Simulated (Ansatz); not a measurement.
Coupled-cluster diagnostics for CuSi4⁺, Ansatz.

Geometry of the singlet (PBE-D4/def2-SVP):

```tsv
atom	x (Å)	y (Å)	z (Å)
Cu1	0.2342	-1.1125	1.0664
Si2	-1.3726	0.2018	-0.5450
Si3	0.3489	-1.1802	-1.3930
Si4	1.1559	0.8296	-0.4430
Si5	-0.3663	1.2612	1.3146
```

Correlated methods freeze 29 core orbitals. Another isomer (singlet) lies 0.30 eV lower at PBE0-D4/def2-TZVP; other spin states weren't run for this one.

Task: Estimate the CCSD(T) correlation energy, the shares of MP2 and (T), T1 and the reference's ⟨S²⟩ for: charge 1, singlet, own geometry in def2-TZVPP; and the rough time on 4 threads of Arm Neoverse V2 on a shared host.

Result: 
| state | basis | correlation (eV) | MP2 share (%) | (T) share (%) | T1 | ⟨S²⟩ (pure) | wall time | remarks |
| --- | --- | --- | --- | --- | --- | --- | --- | --- |
| charge 1, singlet, own geometry | def2-TZVPP | -26.185 | 99.7 | 7.2 | 0.033 | 0.00 (0.00) | 74 s | restricted SCF unstable |
Customary marks for T1 are 0.02 (closed shells), 0.045 (open shells) and about 0.05 (3d metals). T1 exceeds 0.02 in 1 of 1 rows and 0.045 in 0; the higher it lies, the less the single-reference result can be trusted.
